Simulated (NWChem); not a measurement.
System meant: BSi2H7O; SMILES OB([SiH3])[SiH3]

Input file for NWChem:

```
start job
memory heap 200 mb stack 900 mb global 1100 mb
geometry units angstroms noautoz
  B     -0.514955    -0.024543     0.000854
  O     -1.875352    -0.100324     0.000360
  H     -2.310279     0.775254    -0.003944
  Si     0.480144     1.765081    -0.000630
  H      1.392974     1.878219    -1.195781
  H      1.338481     1.904260     1.231838
  H     -0.474962     2.939985    -0.033565
  Si     0.525559    -1.780575     0.001905
  H      1.466281    -1.818153     1.182557
  H      1.389836    -1.857548    -1.234279
  H     -0.343952    -3.011017     0.048560
end
basis spherical
  * library def2-svp
end
dft
  odft
  mult 2
  xc xpbe96 cpbe96
  iterations 150
  mulliken
end
task dft energy
```

End of the output:

```
 Summary of "ao basis" -> "" (spherical)
 ------------------------------------------------------------------------------
       Tag                 Description            Shells   Functions and Types
 ---------------- ------------------------------  ------  ---------------------
 *                          def2-svp                  on all atoms

  pbe96 is a nonlocal functional; adding pw91lda local functional.

                                 NWChem DFT Module
                                 -----------------

 Summary of "ao basis" -> "ao basis" (spherical)
 ------------------------------------------------------------------------------
       Tag                 Description            Shells   Functions and Types
 ---------------- ------------------------------  ------  ---------------------
 B                          def2-svp                 6       14   3s2p1d
 O                          def2-svp                 6       14   3s2p1d
 H                          def2-svp                 3        5   2s1p
 Si                         def2-svp                 8       18   4s3p1d

 Summary of "ao basis" -> "ao basis" (spherical)
 ------------------------------------------------------------------------------
       Tag                 Description            Shells   Functions and Types
 ---------------- ------------------------------  ------  ---------------------
 B                          def2-svp                 6       14   3s2p1d
 O                          def2-svp                 6       14   3s2p1d
 H                          def2-svp                 3        5   2s1p
 Si                         def2-svp                 8       18   4s3p1d

  number of electrons :                   48
  multiplicity        :                    2
 ------------------------------------------------------------------------
  no. of electrons and multiplicity not compatible                  48
 ------------------------------------------------------------------------
 ------------------------------------------------------------------------
  current input line :
    26: task dft energy
 ------------------------------------------------------------------------
 ------------------------------------------------------------------------
 There is an error in the input file
 ------------------------------------------------------------------------
 For more information see the NWChem manual at https://nwchemgit.github.io

0: no. of electrons and multiplicity not compatible:Received an Error in Communication
```

Question: Find the fault in this run and fix the input.

Answer: The input was rejected before any calculation. Cause: the multiplicity doesn't fit the number of electrons (an even count wants an odd multiplicity, and the reverse). This input runs:
```
start job
memory heap 200 mb stack 900 mb global 1100 mb
geometry units angstroms noautoz
  B     -0.514955    -0.024543     0.000854
  O     -1.875352    -0.100324     0.000360
  H     -2.310279     0.775254    -0.003944
  Si     0.480144     1.765081    -0.000630
  H      1.392974     1.878219    -1.195781
  H      1.338481     1.904260     1.231838
  H     -0.474962     2.939985    -0.033565
  Si     0.525559    -1.780575     0.001905
  H      1.466281    -1.818153     1.182557
  H      1.389836    -1.857548    -1.234279
  H     -0.343952    -3.011017     0.048560
end
basis spherical
  * library def2-svp
end
dft
  xc xpbe96 cpbe96
  iterations 150
  mulliken
end
task dft energy
```
It converges to -682.58105 Ha (PBE/def2-SVP).
